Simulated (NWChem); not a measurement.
All runs are NWChem calculations. System: C$_{3}$H$_{2}$F$_{2}$, charge 0, spin multiplicity 1, at a geometry optimised with PBE0/def2-SVP. The structure started from a generated list of species. Level: G0W0@PBE/def2-TZVPP, RI basis def2-tzvpp-rifit.

Job file:

```
start mol
memory heap 200 mb stack 700 mb global 1700 mb
geometry units angstroms nocenter noautoz
  C      0.000000     0.000000     2.182408
  C      0.000000     0.000000     0.875122
  C      0.000000     0.000000    -0.431115
  F      1.079872     0.000000    -1.181871
  F     -1.079872     0.000000    -1.181871
  H      0.000000     0.934588     2.757596
  H      0.000000    -0.934588     2.757596
  symmetry group C2v
end
basis spherical
  * library def2-tzvpp
end
basis "ri basis" bse spherical
  * library def2-tzvpp-rifit
end
dft
  xc xpbe96 cpbe96
  iterations 100
  direct
  tolerances tight
end
task dft energy
gw
  method cdgw
  states alpha occ 4 vir 2
end
task dft gw
```

NWChem printed:

```
             Northwest Computational Chemistry Package (NWChem) 7.3.0
             --------------------------------------------------------

                                NWChem Input Module
                                -------------------

 Scaling coordinates for geometry "geometry" by  1.889725989
 (inverse scale =  0.529177249)

 Turning off AUTOSYM since
 SYMMETRY directive was detected!

                             Geometry "geometry" -> ""
                             -------------------------

 Output coordinates in angstroms (scale by  1.889725989 to convert to a.u.)

  No.       Tag          Charge          X              Y              Z
 ---- ---------------- ---------- -------------- -------------- --------------
    1 C                    6.0000     0.00000000     0.00000000     2.18240800
    2 C                    6.0000     0.00000000     0.00000000     0.87512200
    3 C                    6.0000     0.00000000     0.00000000    -0.43111500
    4 F                    9.0000     1.07987200     0.00000000    -1.18187100
    5 F                    9.0000    -1.07987200     0.00000000    -1.18187100
    6 H                    1.0000     0.00000000     0.93458800     2.75759600
    7 H                    1.0000     0.00000000    -0.93458800     2.75759600

 Effective nuclear repulsion energy (a.u.)     156.0696721652

            Nuclear Dipole moment (a.u.)
            ----------------------------
        X                 Y               Z
 ---------------- ---------------- ----------------
     0.0000000000     0.0000000000     0.0000075589

      Symmetry information
      --------------------

 Group name             C2v
 Group number             16
 Group order               4
 No. of unique centers     5

      Symmetry unique atoms

     1    2    3    4    6


 Summary of "ao basis" -> "" (spherical)
 ------------------------------------------------------------------------------
       Tag                 Description            Shells   Functions and Types
 ---------------- ------------------------------  ------  ---------------------
 *                         def2-tzvpp                 on all atoms

 new library libraries.bse/

 Summary of "ri basis" -> "" (spherical)
 ------------------------------------------------------------------------------
       Tag                 Description            Shells   Functions and Types
 ---------------- ------------------------------  ------  ---------------------
 *                      def2-tzvpp-rifit              on all atoms

  pbe96 is a nonlocal functional; adding pw91lda local functional.

                                 NWChem DFT Module
                                 -----------------

 Summary of "ao basis" -> "ao basis" (spherical)
 ------------------------------------------------------------------------------
       Tag                 Description            Shells   Functions and Types
 ---------------- ------------------------------  ------  ---------------------
 C                         def2-tzvpp               11       31   5s3p2d1f
 F                         def2-tzvpp               11       31   5s3p2d1f
 H                         def2-tzvpp                6       14   3s2p1d

 Summary of "ao basis" -> "ao basis" (spherical)
 ------------------------------------------------------------------------------
       Tag                 Description            Shells   Functions and Types
 ---------------- ------------------------------  ------  ---------------------
 C                         def2-tzvpp               11       31   5s3p2d1f
 F                         def2-tzvpp               11       31   5s3p2d1f
 H                         def2-tzvpp                6       14   3s2p1d

      Symmetry analysis of basis
      --------------------------

        a1         73
        a2         23
        b1         46
        b2         41

            General Information
            -------------------
          SCF calculation type: DFT
          Wavefunction type:  closed shell.
          No. of atoms     :     7
          No. of electrons :    38
           Alpha electrons :    19
            Beta electrons :    19
          Charge           :     0
          Spin multiplicity:     1
          Use of symmetry is: on ; symmetry adaption is: on
          Maximum number of iterations: 100
          This is a Direct SCF calculation.
          AO basis - number of functions:   183
                     number of shells:    67
          Convergence on energy requested:  1.00D-06
          Convergence on density requested:  1.00D-05
          Convergence on gradient requested:  5.00D-04

              XC Information
              --------------
          PerdewBurkeErnzerhof Exchange Functional  1.000
            Perdew 1991 LDA Correlation Functional  1.000 local
           PerdewBurkeErnz. Correlation Functional  1.000 non-local

             Grid Information
             ----------------
          Grid used for XC integration:  medium
          Radial quadrature: Mura-Knowles
          Angular quadrature: Lebedev.
          Tag              B.-S. Rad. Rad. Pts. Rad. Cut. Ang. Pts.
          ---              ---------- --------- --------- ---------
          C                   0.70       49          10.0       434
          F                   0.50       49          11.0       434
          H                   0.35       45          10.0       434
          Grid pruning is: on
          Number of quadrature shells:   241
          Spatial weights used:  Erf1

          Convergence Information
          -----------------------
[...]
 LUMO         =      -0.025496

      Symmetry analysis of molecular orbitals - initial
      -------------------------------------------------

  Numbering of irreducible representations:

     1 a1          2 a2          3 b1          4 b2

  Orbital symmetries:

     1 a1          2 b1          3 a1          4 a1          5 a1
     6 a1          7 b1          8 a1          9 a1         10 a1
    11 b1         12 b2         13 a1         14 a2         15 b1
    16 b2         17 a1         18 b1         19 b2         20 b1
    21 b2         22 a1         23 a1         24 b2         25 a1
    26 a1         27 b1         28 b2         29 a1

   convergence    iter        energy       DeltaE   RMS-Dens  Diis-err    time
 ---------------- ----- ----------------- --------- --------- ---------  ------
 d= 0,ls=0.0,diis     1   -314.7931183974 -4.71D+02  9.57D-03  1.61D+00     3.5
 d= 0,ls=0.0,diis     2   -314.5791999039  2.14D-01  5.13D-03  3.75D+00     6.3
 d= 0,ls=0.0,diis     3   -314.9024404396 -3.23D-01  2.02D-03  1.65D-01     9.1
 d= 0,ls=0.0,diis     4   -314.9028665912 -4.26D-04  1.16D-03  1.46D-01    11.9
 d= 0,ls=0.0,diis     5   -314.9239267852 -2.11D-02  4.13D-04  4.61D-03    14.8
 d= 0,ls=0.0,diis     6   -314.9242263393 -3.00D-04  9.67D-05  5.20D-04    17.6
 d= 0,ls=0.0,diis     7   -314.9242848669 -5.85D-05  3.54D-05  1.55D-04    20.4
 d= 0,ls=0.0,diis     8   -314.9243019221 -1.71D-05  1.09D-05  5.00D-06    23.2
 d= 0,ls=0.0,diis     9   -314.9243028356 -9.14D-07  5.49D-07  1.15D-08    26.0

         Total DFT energy =     -314.924302835584
      One electron energy =     -742.580955544245
           Coulomb energy =      309.138615622330
    Exchange-Corr. energy =      -37.551635078896
 Nuclear repulsion energy =      156.069672165228

 Numeric. integr. density =       38.000000255970

     Total iterative time =     25.3s

                  Occupations of the irreducible representations
                  ----------------------------------------------

                     irrep           alpha         beta
                     --------     --------     --------
                     a1               10.0         10.0
                     a2                1.0          1.0
                     b1                5.0          5.0
                     b2                3.0          3.0

                       DFT Final Molecular Orbital Analysis
                       ------------------------------------

 Vector   17  Occ=2.000000D+00  E=-3.758047D-01  Symmetry=b1
              MO Center=  7.4D-14, -6.5D-16, -1.1D+00, r^2= 1.8D+00
   Bfn.  Coefficient  Atom+Function         Bfn.  Coefficient  Atom+Function
  ----- ------------  ---------------      ----- ------------  ---------------
    99      0.296873  4 F  px               130      0.296873  5 F  px
   102      0.237078  4 F  px               133      0.237078  5 F  px
   101      0.217391  4 F  pz               132     -0.217391  5 F  pz
   104      0.175644  4 F  pz               135     -0.175644  5 F  pz
   105      0.148960  4 F  px               136      0.148960  5 F  px

 Vector   18  Occ=2.000000D+00  E=-2.760151D-01  Symmetry=b1
              MO Center=  2.2D-15, -5.2D-16,  1.4D+00, r^2= 1.9D+00
   Bfn.  Coefficient  Atom+Function         Bfn.  Coefficient  Atom+Function
  ----- ------------  ---------------      ----- ------------  ---------------
     6      0.298293  1 C  px                37      0.295680  2 C  px
    40      0.251593  2 C  px                 9      0.247562  1 C  px
    12      0.153515  1 C  px                43      0.106752  2 C  px
   101     -0.103893  4 F  pz               132      0.103893  5 F  pz
   104     -0.084259  4 F  pz               135      0.084259  5 F  pz

 Vector   19  Occ=2.000000D+00  E=-2.239214D-01  Symmetry=b2
              MO Center= -2.0D-15, -2.2D-15,  3.3D-01, r^2= 2.4D+00
   Bfn.  Coefficient  Atom+Function         Bfn.  Coefficient  Atom+Function
  ----- ------------  ---------------      ----- ------------  ---------------
    38      0.296179  2 C  py                69      0.266202  3 C  py
    41      0.246674  2 C  py                72      0.244561  3 C  py
    44      0.210344  2 C  py               100     -0.181236  4 F  py
   131     -0.181236  5 F  py               103     -0.144715  4 F  py
   134     -0.144715  5 F  py               106     -0.121340  4 F  py

 Vector   20  Occ=0.000000D+00  E=-7.351028D-02  Symmetry=b1
              MO Center= -6.4D-15, -6.1D-16,  1.3D+00, r^2= 2.6D+00
   Bfn.  Coefficient  Atom+Function         Bfn.  Coefficient  Atom+Function
  ----- ------------  ---------------      ----- ------------  ---------------
    12      0.467800  1 C  px                43     -0.380050  2 C  px
     6      0.314055  1 C  px                37     -0.291299  2 C  px
     9      0.271954  1 C  px                40     -0.262056  2 C  px
    71     -0.164365  3 C  px                68     -0.136498  3 C  px
   101      0.116203  4 F  pz               132     -0.116203  5 F  pz

 Vector   21  Occ=0.000000D+00  E=-1.452680D-02  Symmetry=b2
              MO Center=  4.4D-16, -8.4D-15,  6.1D-01, r^2= 3.3D+00
   Bfn.  Coefficient  Atom+Function         Bfn.  Coefficient  Atom+Function
  ----- ------------  ---------------      ----- ------------  ---------------
   158      0.669158  6 H  s                172     -0.669158  7 H  s
    13     -0.435947  1 C  py                72      0.400711  3 C  py
    69      0.378614  3 C  py                75      0.323045  3 C  py
    38     -0.289905  2 C  py                41     -0.268745  2 C  py
    44     -0.260971  2 C  py               106     -0.146304  4 F  py

 Vector   22  Occ=0.000000D+00  E= 3.500701D-02  Symmetry=a1
              MO Center=  1.8D-14, -1.2D-13,  2.2D+00, r^2= 5.7D+00
   Bfn.  Coefficient  Atom+Function         Bfn.  Coefficient  Atom+Function
  ----- ------------  ---------------      ----- ------------  ---------------
     5      2.046134  1 C  s                  4      1.750688  1 C  s
   158     -1.480291  6 H  s                172     -1.480291  7 H  s
    35     -0.901336  2 C  s                 67     -0.780667  3 C  s
    36     -0.707412  2 C  s                 66      0.438924  3 C  s
    42     -0.402068  2 C  pz                14      0.367851  1 C  pz

 center of mass
 --------------
 x =   0.00000000 y =   0.00000000 z =  -0.19470903

 moments of inertia (a.u.)
 ------------------
         492.561112017269           0.000000000000           0.000000000000
           0.000000000000         644.504126796779           0.000000000000
           0.000000000000           0.000000000000         164.517296635679

     Multipole analysis of the density
     ---------------------------------

     L   x y z        total         alpha         beta         nuclear
     -   - - -        -----         -----         ----         -------
     0   0 0 0     -0.000000    -19.000000    -19.000000     38.000000

     1   1 0 0     -0.000000     -0.000000     -0.000000      0.000000
     1   0 1 0     -0.000000     -0.000000     -0.000000      0.000000
     1   0 0 1      0.627400      0.313696      0.313696      0.000008

     2   2 0 0    -21.773438    -48.365438    -48.365438     74.957439
     2   1 1 0     -0.000000     -0.000000     -0.000000      0.000000
     2   1 0 1      0.000000      0.000000      0.000000      0.000000
     2   0 2 0    -19.629346    -12.933836    -12.933836      6.238326
     2   0 1 1     -0.000000     -0.000000     -0.000000      0.000000
     2   0 0 2    -17.744774   -142.142783   -142.142783    266.540792

 Task  times  cpu:       26.0s     wall:       26.0s

                                NWChem Input Module
                                -------------------

                                 NWChem GW Module
                                 ----------------

                             ***********************
                             ***        GW       ***
                             ***********************

 Summary of "ri basis" -> "ri basis" (spherical)
 ------------------------------------------------------------------------------
       Tag                 Description            Shells   Functions and Types
 ---------------- ------------------------------  ------  ---------------------
 C                      def2-tzvpp-rifit            22       76   8s6p4d3f1g
 F                      def2-tzvpp-rifit            22       76   8s6p4d3f1g
 H                      def2-tzvpp-rifit            10       30   4s3p2d1f

                 Memory Information
                 ------------------
          Available GA per process is          1699.7 MBs
          Available stack per process is        700.0 MBs
          Available heap per process is           0.0 MBs

          Peak memory in Initialization
              Peak GA per process is                 14.7 MBs
              Peak stack per process is               0.4 MBs
              Peak heap per process is               15.2 MBs
              Memory not in MA per process            0.0 MBs

          Peak memory in CDGW Calculation
              Peak GA per process is                 17.8 MBs
              Peak stack per process is               3.0 MBs
              Peak heap per process is                3.6 MBs
              Memory not in MA per process            0.0 MBs

          Computing 2-center integrals
          Computing Inverse Cholesky factor
          Computing 3-center integrals
          Computing Vxc

          Computing Sigma_x
          Computing W(iw) on the imaginary grid
          Solving quasiparticle equations

                  Alpha Orbitals
          State     Energy (eV)     Error (eV)
          -----------------------------------
@GW        16        -14.252           0.002
@GW        17        -13.983           0.002
@GW        18        -10.775           0.002
@GW        19         -9.353           0.003
@GW        20          1.177           0.003
@GW        21          2.700           0.003

     GW Timing Statistics
   ------------------------
   Init.   :          0.1s
     ERIs  :          2.8s
     Distr.:          0.0s
     Vxc   :          0.3s
   Vmo     :          0.0s
   iW      :          4.9s
   I_n     :          0.0s
   R_n     :          0.6s
   GW total:          8.7s

 Task  times  cpu:        8.7s     wall:        8.7s

 Total times  cpu:       34.8s     wall:       34.8s
```
